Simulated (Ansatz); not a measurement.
Basis-set extrapolation for Cl₂F₂H₂Si₂ (`F[SiH2][Si](F)(Cl)Cl`) (PBE0-D4/def2-TZVP geometry, frozen core, Ansatz 0.2.0). Multiplicity 1, RHF reference.

|  | def2-TZVPP | def2-QZVPP |
| --- | --- | --- |
| HF | -1697.290025 | -1697.343591 |
| MP2 correlation | -1.102482 | -1.210807 |
| CCSD(T) correlation | -1.194123 | not run |

Energies in hartree. Use E(X) = E(∞) + A·exp(−7.88·√X) for Hartree–Fock and E(X) = E(∞) + B·X^(−2.97) for correlation, with X = 3 and 4, and add CCSD(T) minus MP2 of the smaller set to the MP2 limit.

Problem. What is the CCSD(T) energy at the basis-set limit?

Solution. HF limit: -1697.343591 + (-0.053566) × 0.13774 = -1697.35097. MP2 limit: -1.210807 + (-0.108325) × 0.74074 = -1.29105. Higher-order term: -1.194123 − (-1.102482) = -0.09164. Total: -1698.73366 hartree, 655.1 kJ/mol below CCSD(T)/def2-TZVPP.
